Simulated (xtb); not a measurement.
xtb input (GFN2-xTB):

```bash
xtb mol.xyz --gfn 2 --ohess tight --chrg -1 --uhf 0
```
mol.xyz:
```
10

Si    -2.15619903     0.32407329    -0.18997347
C     -0.31290312     0.17881352     0.13842366
N      0.27516806     0.65130532     1.24253697
C      1.64313529     0.43436944     1.29130716
C      2.09631792    -0.33637472     0.20927140
S      0.76336191    -0.72384371    -0.93610747
H     -2.98469989    -0.24286395     0.96596798
H     -2.55274516    -0.36126067    -1.46176909
H     -2.51431630     1.74797119    -0.21504257
H      3.06978010    -0.65153408    -0.06659083
```

Output:

```
           -------------------------------------------------
          |                Calculation Setup                |
           -------------------------------------------------

           -------------------------------------------------
          |                 G F N 2 - x T B                 |
           -------------------------------------------------

        Reference                      10.1021/acs.jctc.8b01176
      * Hamiltonian:
        H0-scaling (s, p, d)           1.850000    2.230000    2.230000
        zeta-weighting                 0.500000
      * Dispersion:
        s8                             2.700000
        a1                             0.520000
        a2                             5.000000
        s9                             5.000000
      * Repulsion:
        kExp                           1.500000    1.000000
        rExp                           1.000000
      * Coulomb:
        alpha                          2.000000
        third order                    shell-resolved
        anisotropic                    true
        a3                             3.000000
        a5                             4.000000
        cn-shift                       1.200000
        cn-exp                         4.000000
        max-rad                        5.000000

          ...................................................
          :                      SETUP                      :
          :.................................................:
          :  # basis functions                  40          :
          :  # atomic orbitals                  38          :
          :  # shells                           18          :
          :  # electrons                        32          :
          :  max. iterations                   250          :
          :  Hamiltonian                  GFN2-xTB          :
          :  restarted?                      false          :
          :  GBSA solvation                  false          :
          :  PC potential                    false          :
          :  electronic temp.          300.0000000     K    :
          :  accuracy                    1.0000000          :
          :  -> integral cutoff          0.2500000E+02      :
          :  -> integral neglect         0.1000000E-07      :
          :  -> SCF convergence          0.1000000E-05 Eh   :
          :  -> wf. convergence          0.1000000E-03 e    :
          :  Broyden damping             0.4000000          :
          :  net charge                         -1          :
          :  unpaired electrons                  0          :
          ...................................................

 iter      E             dE          RMSdq      gap      omega  full diag
   1    -16.4776254 -0.164776E+02  0.621E+00    2.36       0.0  T
   2    -16.5406063 -0.629808E-01  0.406E+00    0.30       1.0  T
   3    -16.5876468 -0.470406E-01  0.226E+00    1.91       1.0  T
   4    -16.6149106 -0.272638E-01  0.123E+00    1.04       1.0  T
   5    -16.6207012 -0.579057E-02  0.506E-01    1.29       1.0  T
   6    -16.6207087 -0.754618E-05  0.409E-01    1.24       1.0  T
[...]
     1  14 Si       7   1 H                                       1.4752022
     1  14 Si       8   1 H                                       1.4693405
     1  14 Si       9   1 H                                       1.4751905
     5   6 C       10   1 H                                       1.0788220 (min)

 * 5 distinct bonds (by element types)

   Z      Z             #   av. dist./Å        max./Å        min./Å
   1 H    6 C           1     1.0788220     1.0788220     1.0788220
   6 C    6 C           1     1.3340342     1.3340342     1.3340342
   6 C    7 N           1     1.2878696     1.2878696     1.2878696
   1 H   14 Si          3     1.4732444     1.4752022     1.4693405
   6 C   14 Si          1     1.8543921     1.8543921     1.8543921

           -------------------------------------------------
          |               Frequency Printout                |
           -------------------------------------------------
 projected vibrational frequencies (cm⁻¹)
eigval :       -0.00    -0.00     0.00     0.00     0.00     0.00
eigval :      -72.24   143.88   155.00   380.61   428.33   488.46
eigval :      502.07   544.42   578.70   603.19   725.57   773.23
eigval :      799.39   817.64   821.52   965.11  1050.85  1141.53
eigval :     1379.99  1438.92  2124.81  2139.85  2191.96  3052.23
 reduced masses (amu)
   1: 14.00   2: 22.48   3: 24.77   4: 22.71   5: 23.07   6: 18.74   7:  2.20   8: 12.81
   9: 19.69  10: 23.15  11: 11.84  12: 16.55  13:  9.27  14:  7.18  15: 11.68  16: 18.42
  17:  3.08  18: 11.69  19:  3.94  20:  1.95  21:  2.14  22: 13.87  23:  5.15  24: 10.26
  25: 12.00  26: 12.68  27:  2.05  28:  1.75  29:  1.66  30:  1.89
 IR intensities (km·mol⁻¹)
   1:  5.60   2:  2.61   3:  6.47   4:  6.77   5:  3.95   6:  3.35   7:  0.36   8:  0.01
   9:  0.90  10: 15.56  11: 14.74  12: 60.61  13: 61.42  14: 43.73  15:  8.98  16:  7.14
  17:  2.86  18: 23.27  19:568.28  20:167.31  21:250.63  22: 51.15  23:  5.77  24:169.14
  25:114.31  26: 84.96  27:544.63  28:471.54  29:222.79  30:230.18
 Raman intensities (Ä⁴*amu⁻¹)
   1:  0.00   2:  0.00   3:  0.00   4:  0.00   5:  0.00   6:  0.00   7:  0.00   8:  0.00
   9:  0.00  10:  0.00  11:  0.00  12:  0.00  13:  0.00  14:  0.00  15:  0.00  16:  0.00
  17:  0.00  18:  0.00  19:  0.00  20:  0.00  21:  0.00  22:  0.00  23:  0.00  24:  0.00
  25:  0.00  26:  0.00  27:  0.00  28:  0.00  29:  0.00  30:  0.00
 output can be read by thermo (or use thermo option).
 writing <g98.out> molden fake output.
 recommended (thermochemical) frequency scaling factor: 1.0
           -------------------------------------------------
          |             Thermodynamic Functions             |
           -------------------------------------------------

cs  symmetry found (for desy threshold:  0.10E+00) used in thermo

          ...................................................
          :                      SETUP                      :
          :.................................................:
          :  # frequencies                          23      :
Note: The following floating-point exceptions are signalling: IEEE_UNDERFLOW_FLAG IEEE_DENORMAL
normal termination of xtb
          :  # imaginary freq.                       1      :
          :  linear?                             false      :
          :  only rotor calc.                    false      :
          :  symmetry                               cs      :
          :  rotational number                       1      :
          :  scaling factor                  1.0000000      :
          :  rotor cutoff                   50.0000000 cm⁻¹ :
          :  imag. cutoff                  -20.0000000 cm⁻¹ :
          :.................................................:

    mode    ω/cm⁻¹     T·S(HO)/kcal·mol⁻¹    T·S(FR)/kcal·mol⁻¹   T·S(vib)
   ------------------------------------------------------------------------
       1    143.88    -0.82039 ( 98.56%)    -0.74329 (  1.44%)    -0.81928
       2    155.00    -0.77816 ( 98.93%)    -0.72125 (  1.07%)    -0.77755
   ------------------------------------------------------------------------

   temp. (K)  partition function   enthalpy   heat capacity  entropy
                                   cal/mol     cal/K/mol   cal/K/mol   J/K/mol
 298.15  VIB   8.72                 2134.669     17.060     11.458
         ROT  0.239E+06              888.752      2.981     27.592
         INT  0.208E+07             3023.421     20.041     39.050
         TR   0.118E+28             1481.254      4.968     40.096
         TOT                        4504.6750    25.0090    79.1466   331.1492

       T/K    H(0)-H(T)+PV         H(T)/Eh          T*S/Eh         G(T)/Eh
   ------------------------------------------------------------------------
    298.15    0.717866E-02    0.601399E-01    0.376051E-01    0.225348E-01
   ------------------------------------------------------------------------

         :::::::::::::::::::::::::::::::::::::::::::::::::::::
         ::                  THERMODYNAMIC                  ::
         :::::::::::::::::::::::::::::::::::::::::::::::::::::
         :: total free energy         -16.457401353085 Eh   ::
         ::.................................................::
         :: total energy              -16.479936130603 Eh   ::
         :: zero point energy           0.052961207333 Eh   ::
         :: G(RRHO) w/o ZPVE           -0.030426429815 Eh   ::
         :: G(RRHO) contrib.            0.022534777518 Eh   ::
         :::::::::::::::::::::::::::::::::::::::::::::::::::::
imag cut-off (cm-1) :    5.00
 found            1  significant imaginary frequency
 writing imag mode distorted coords to xtbhess.xyz
 for further optimization.

optimized geometry written to: xtbopt.xyz

           -------------------------------------------------
          | TOTAL ENERGY              -16.479936130603 Eh   |
          | TOTAL ENTHALPY            -16.419796266713 Eh   |
          | TOTAL FREE ENERGY         -16.457401353085 Eh   |
          | GRADIENT NORM               0.000411333897 Eh/α |
          | HOMO-LUMO GAP               1.372415600447 eV   |
           -------------------------------------------------

------------------------------------------------------------------------
------------------------------------------------------------------------
 total:
 SCF:
 ANC optimizer:
 analytical hessian:
```

It need not be the lowest isomer of its formula. Whether it binds its extra electron was not tested at this geometry.
